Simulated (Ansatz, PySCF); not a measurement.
Te(OH)(GeH3) (GeH4OTe), SMILES [Te](O)[GeH3].

The structure is a stationary point at PBE0-D3(BJ)/def2-SVP. The structure was generated by enumeration, and PubChem lists no compound with its InChIKey, so it may never have been made. The def2 effective core potentials stand for the cores of Te; spin–orbit coupling is left out. One conformer was computed; it need not be the lowest.

Vertical ionisation energy (IE) and electron affinity (EA) in eV. Rows of orbital energies are one-electron estimates. Where ΔSCF, EOM or ADC give a negative EA the extra electron is unbound and the value depends on the basis.

| level | IE | EA |
|---|---|---|
| −ε(HOMO), −ε(LUMO), B3LYP/def2-TZVPD (PySCF) | 6.21 | 2.31 |
| −ε(HOMO), −ε(LUMO), PBE/def2-TZVPD (PySCF) | 5.36 | 2.93 |
| ΔSCF, CAM-B3LYP/def2-SVPD (Ansatz), final states of multiplicity 2 and 2 | 8.56 | 0.39 |
| ΔSCF, PBE/def2-SVPD (Ansatz), final states of multiplicity 2 and 2 | 8.34 | 0.48 |

What vertical singlet–triplet gap does ΔSCF give with CAM-B3LYP/def2-SVPD (Ansatz, a quantum-chemistry and plane-wave program) and with PBE/def2-SVPD (Ansatz)? (Estimate from the structure and the level; the computed values follow.)

2.36 and 2.22 eV (triplet above singlet where positive).
